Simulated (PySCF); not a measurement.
## Calculated data, AlClH

All values are calculated (PySCF 2.14.0). Calculation on a computer-drawn molecule: vertical ionisation energy to the stated ion spin, frozen-core CCSD(T) at the basis limit and cheaper methods, single-reference cases, UHF for radicals, no spin-orbit; all values are single points at the evaluated structure, the first of each entry, which is the reference or a displaced copy of it and isn't optimised; the reference structure only sets the zero of the energies above reference; triples share is (T) over the correlation energy.

AlClH

Evaluated structure:
```xyz
3
AlClH
Al    -0.4621     3.4347     2.6878
Cl    -2.3873     2.9699     2.4801
H      0.8725     3.6445     3.0290
```

Reference structure:
```xyz
3
AlClH
Al    -0.5374     3.3697     2.7010
Cl    -2.4770     2.9495     2.3909
H      0.9463     3.6911     2.9382
```

Here we set charge 1, multiplicity 1, ion multiplicity 2, diffuse functions no, basis cc-pV(n+d)Z, reference is the Hartree-Fock double-zeta minimum, best is HF at quadruple zeta + MP2 correlation extrapolated from triple and quadruple zeta + CCSD(T) minus MP2 at triple zeta and basis step is the size of the change from the same recipe one zeta lower.

Drawn bonds:
| atom | other atom | order |
| --- | --- | --- |
| 1 | 2 | 1 |
| 1 | 3 | 1 |

Q: What energy above reference basis step does the calculation give for AlClH?
A: 0.01001 kcal/mol

Q: Estimate the ion D1 diagnostic at triple zeta of AlClH.
A: 0.02595

Q: AlClH: ionisation energy best?
A: 18.93 eV

Q: AlClH: T1 diagnostic at triple zeta?
A: 0.01035

Further results for AlClH:

* ionisation energy basis step: 0.07422 eV
* energy above reference best: 5.45 kcal/mol
* ionisation energy Koopmans at triple zeta: 19.19 eV
* ionisation energy EOM CCSD at triple zeta: 18.83 eV
* total energy HF triple zeta: -701.7979 hartree
* total energy CCSD(T) triple zeta: -702.0725 hartree
* total energy best: -702.1182 hartree
* D1 diagnostic at triple zeta: 0.01957
* ion T1 diagnostic at triple zeta: 0.009525
* ion spin squared at triple zeta: 0.7602
* triples share at triple zeta: 0.03719
* basis functions triple zeta: 92

Triple zeta:
| method | ionisation energy (eV) | energy above reference (kcal/mol) |
| --- | --- | --- |
| HF | 17.59 | 5.071 |
| PBE | 18.81 | 6.177 |
| r2SCAN | 18.89 | 5.481 |
| B3LYP | 18.89 | 5.334 |
| wB97X | 18.85 | 5.119 |
| MP2 | 18.86 | 5.255 |
| CCSD | 18.66 | 5.469 |
| CCSD(T) | 18.75 | 5.567 |
